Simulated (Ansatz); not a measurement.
`O[B](Cl)[GaH2]`. The species carries charge 0 and has multiplicity 1.

| atom | x (Å) | y (Å) | z (Å) |
| --- | --- | --- | --- |
| O1 | 0.751 | 0.369 | 1.544 |
| B2 | 0.562 | 0.285 | 0.216 |
| Cl3 | 1.825 | 0.942 | -0.866 |
| Ga4 | -1.139 | -0.576 | -0.653 |
| H5 | 1.582 | 0.791 | 1.798 |
| H6 | -1.176 | -2.100 | -1.037 |
| H7 | -2.405 | 0.289 | -1.003 |

Problem. What are the harmonic wavenumbers in cm⁻¹ at PBE0-D4/def2-TZVP (Ansatz, finite differences of forces, unscaled)? (Best estimate.)

Solution. Computed: 112, 118, 257, 267, 441, 521, 578, 635, 753, 782, 1095, 1354, 1956, 1957, 3800.

Problem. Is this a minimum?

Solution. Yes, all 15 modes are real.

Problem. Give the ideal-gas thermochemistry at 298.15 K and 1 bar (rigid rotor, harmonic oscillator; point group Cs, symmetry number 1).

Solution. Zero-point energy 87.5 kJ/mol; H(298) − E = 106.2 kJ/mol; entropy 337.6 J/(mol·K), of which translation 170.0, rotation 115.2, vibration 52.4; G(298) − E = 5.6 kJ/mol.

Problem. And at 400, 500, 600, 800 and 1000 K?

Solution. 
| T (K) | H − E (kJ/mol) | S (J/mol/K) | G − E (kJ/mol) |
| --- | --- | --- | --- |
| 400 | 116.2 | 366.2 | -30.3 |
| 500 | 127.0 | 390.3 | -68.2 |
| 600 | 138.6 | 411.5 | -108.3 |
| 800 | 163.5 | 447.3 | -194.3 |
| 1000 | 190.1 | 476.9 | -286.8 |
